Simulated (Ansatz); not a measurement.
Basis-set series for `[F][Mo]([F])([F])([F])([Cl])[Cl]`. Total charge 0; spin multiplicity 1. Mo takes the def2 core potential. The structure was optimised at the PBE0-D4/def2-TZVP level.

Cartesian coordinates in Å:
```
F 1.248 0.930 1.030
Mo 0.028 -0.009 0.035
F -1.252 0.434 1.256
F 0.456 -1.462 1.067
F 1.373 -0.472 -1.107
Cl -0.413 1.842 -1.164
Cl -1.441 -1.263 -1.117
```

```csv
functional,basis,functions,energy (Eh),HOMO (eV),LUMO (eV)
PBE0-D4,def2-SVP,123,-1386.86794,-10.13,-6.01
PBE0-D4,def2-QZVPP,449,-1387.76224,-9.99,-5.80
ωB97M-V,def2-SVP,123,-1387.30677,-12.23,-4.04
ωB97M-V,def2-QZVPP,449,-1388.20456,-12.14,-3.86
```

(1) Give the rows for def2-TZVPP. (Best estimate.)

Answers

(1) Computed: 
```json
{"functional": "PBE0-D4", "basis": "def2-TZVPP", "functions": "264", "energy (Eh)": "-1387.70920", "HOMO (eV)": "-10.02", "LUMO (eV)": "-5.84"}
{"functional": "ωB97M-V", "basis": "def2-TZVPP", "functions": "264", "energy (Eh)": "-1388.15380", "HOMO (eV)": "-12.15", "LUMO (eV)": "-3.89"}
```
